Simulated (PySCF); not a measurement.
Task: Write Cartesian coordinates for `CN(C)C1=C/C=C\C=C/C=C\1` as optimised with PBE0-D3(BJ)/def2-SVP.

Result: 
```xyz
24
C10H13N angstrom
C     -2.338   -1.063    0.587
N     -1.822    0.065   -0.152
C     -2.537    1.292    0.056
C     -0.459    0.121   -0.424
C      0.228    1.290   -0.498
C      1.618    1.481   -0.906
C      2.726    0.896   -0.409
C      2.794   -0.100    0.660
C      2.109   -1.253    0.732
C      1.217   -1.773   -0.310
C      0.129   -1.182   -0.818
H     -3.406   -1.205    0.360
H     -2.234   -0.934    1.684
H     -1.803   -1.980    0.312
H     -3.613    1.075    0.120
H     -2.239    1.820    0.985
H     -2.378    1.979   -0.789
H     -0.315    2.221   -0.312
H      1.784    2.288   -1.633
H      3.693    1.263   -0.774
H      3.527    0.104    1.452
H      2.315   -1.926    1.573
H      1.472   -2.771   -0.693
H     -0.438   -1.716   -1.591
```

Any rigid rotation of these coordinates is as good. Atoms count from 1 in this order. The 8-membered ring C4–C5–C6–C7–C8–C9–C10–C11 has internal angles of 122.7° to 128.5°; it is puckered, 0.39 Å rms from its mean plane, widest ring torsion 59°. Of the pairs four or more bonds apart, C11···H14 is among the closest relative to their van der Waals radii: 2.38 Å, 82 % of the sum of Bondi's values. N2 (enamine nitrogen) has angles 118.8°, 118.8° and 114.5°, sum 352.2°, 0.23 Å off the plane of its three neighbours. The 8 C–C bonds span 1.338 Å (C10=C11, drawn double) to 1.483 Å (C4–C11, drawn single), a spread of 0.145 Å.

Bonds between heavy atoms (Å): C1–N2 1.444, N2–C3 1.436, N2–C4 1.390, C4=C5 1.358, C5–C6 1.461, C6=C7 1.347, C7–C8 1.463, C8=C9 1.343, C9–C10 1.467, C10=C11 1.338, C4–C11 1.483.

Computed, not measured: PBE0-D3(BJ)/def2-SVP geometry optimisation, gas phase (PySCF 2.14.0).

Point group: C1 (no symmetry element, even within 0.4 Å). No PBE0-D3(BJ)/def2-SVP frequencies stand behind this structure, so it isn't proved a minimum. The numbers are those of one conformer (C4–C5–C6–C7 -55°, C6–C7–C8–C9 53°, C8–C9–C10–C11 -59°, N2–C4–C11–C10 -129°).

On an Arm Neoverse V1 with one thread (shared host), this took 3.6 min and 1.0 GiB of memory at its peak. These figures are those of the optimisation.
